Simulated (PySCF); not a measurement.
# $^{29}$Si chemical shifts

[PySCF: geometry from GFN2-xTB; GIAO PBE0/pcSseg-1 shieldings; non-relativistic; averaged over atoms made equivalent by symmetry, fast rotation or ring inversion; gas phase; single conformer]

Shieldings were converted by a linear fit to measured shifts: $^{29}$Si (scatter 8.9 ppm rms, 25.8 ppm with the 6 outliers that the fit left out vs TMS, solution or neat liquid). A few per cent of atoms miss by over 2 rms, more outside the fitted compound classes.

Task: Give the $^{29}$Si shifts of `CO[C@@H](C)[Si@H](Cl)C(C)=O`, `F/C(=C\[SiH3])[Si@@H](Cl)CC(Cl)Cl`, `FCCC([SiH3])([SiH3])S[SiH3]`, `CS[C@@](F)([SiH3])C[SiH2][SiH3]`, `CO[Si](C)(OC)C(F)F`, `C#C[C@@]1(F)C[SiH2]O[SiH2]1`, `O=C=C(C=O)[C@H]([SiH3])C(Cl)Cl`, `O=C1[SiH2]O[SiH2][C@H]1F`.

Result: 
| compound | environment | δ (ppm) |
| --- | --- | --- |
| CO[C@@H](C)[Si@H](Cl)C(C)=O | silicon bonded to 2 C, Cl, H | -28.7 |
| [F:1]/[C:2](=[CH:3]\[SiH3:4])[Si@@H:5]([Cl:6])[CH2:7][CH:8]([Cl:9])[Cl:10] | Si5: silicon bonded to 2 C, Cl, H | -18.3 |
| [F:1]/[C:2](=[CH:3]\[SiH3:4])[Si@@H:5]([Cl:6])[CH2:7][CH:8]([Cl:9])[Cl:10] | Si4: silicon bonded to C, 3 H | -81.2 |
| [F:1][CH2:2][CH2:3][C:4]([SiH3:5])([SiH3:6])[S:7][SiH3:8] | Si5/6: silicon bonded to C, 3 H (×2) | -56.0 |
| [F:1][CH2:2][CH2:3][C:4]([SiH3:5])([SiH3:6])[S:7][SiH3:8] | Si8: silicon bonded to S, 3 H | -64.0 |
| [CH3:1][S:2][C@@:3]([F:4])([SiH3:5])[CH2:6][SiH2:7][SiH3:8] | Si5: silicon bonded to C, 3 H | -67.3 |
| [CH3:1][S:2][C@@:3]([F:4])([SiH3:5])[CH2:6][SiH2:7][SiH3:8] | Si7: silicon bonded to C, Si, 2 H | -75.2 |
| [CH3:1][S:2][C@@:3]([F:4])([SiH3:5])[CH2:6][SiH2:7][SiH3:8] | Si8: silicon bonded to Si, 3 H | -101.9 |
| CO[Si](C)(OC)C(F)F | silicon bonded to 2 C, 2 O | -28.8 |
| [CH:1]#[C:2][C@@:3]1([F:4])[CH2:5][SiH2:6][O:7][SiH2:8]1 | Si6: silicon bonded to C, O, 2 H, in a 5-membered ring | -6.9 |
| [CH:1]#[C:2][C@@:3]1([F:4])[CH2:5][SiH2:6][O:7][SiH2:8]1 | Si8: silicon bonded to C, O, 2 H, in a 5-membered ring | -7.8 |
| O=C=C(C=O)[C@H]([SiH3])C(Cl)Cl | silicon bonded to C, 3 H | -64.0 |
| [O:1]=[C:2]1[SiH2:3][O:4][SiH2:5][C@H:6]1[F:7] | Si5: silicon bonded to C, O, 2 H, in a 5-membered ring | -18.9 |
| [O:1]=[C:2]1[SiH2:3][O:4][SiH2:5][C@H:6]1[F:7] | Si3: silicon bonded to C, O, 2 H, in a 5-membered ring | -42.7 |
